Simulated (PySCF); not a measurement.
## Adding and removing an electron: CsO

UHF-MP2; Cs def2-SVP with ECP46, O def2-SVP; scalar-relativistic core potentials (PySCF 2.14). Neutral (UHF): doublet (π ↑), Re = 2.593 Å, ωe = 346 cm⁻¹, De = 2.07 eV.

CsO⁺ (UHF): triplet (π ↑↑), Re = 3.379 Å, ωe = 106 cm⁻¹, De = 0.19 eV to Cs⁺ + O. The energies at the minima are -94.79149 hartree for CsO and -94.58495 for CsO⁺.

(1) Work out the adiabatic ionisation energy, without and with harmonic zero-point energies (1 hartree = 27.2114 eV, 1 eV = 8065.5 cm⁻¹), and the change of the bond length.

Correlated steps freeze 1 core orbital. Weak bonds: CsO⁺. Basis-set superposition, not corrected here, can be much of De in a small basis, most of all at correlated wavefunction levels. These are scalar-relativistic numbers at best; spin–orbit coupling would shift them, the dissociation energy most. For an ion De counts to the pair picked by the measured ionisation energies or electron affinities, which need not be the lowest pair at this level. States were picked by a PBE0 search and need not be the measured ground states.

## Answers

(1) At UHF-MP2: 0.20654 hartree = 5.620 eV between the minima; the zero-point term (106.0 − 346.0)/2 cm⁻¹ = -0.015 eV makes it 5.605 eV. Re changes by +78.6 pm against the neutral. The electron leaves a π orbital, and the ion is left as a loose complex of an ion and an atom.
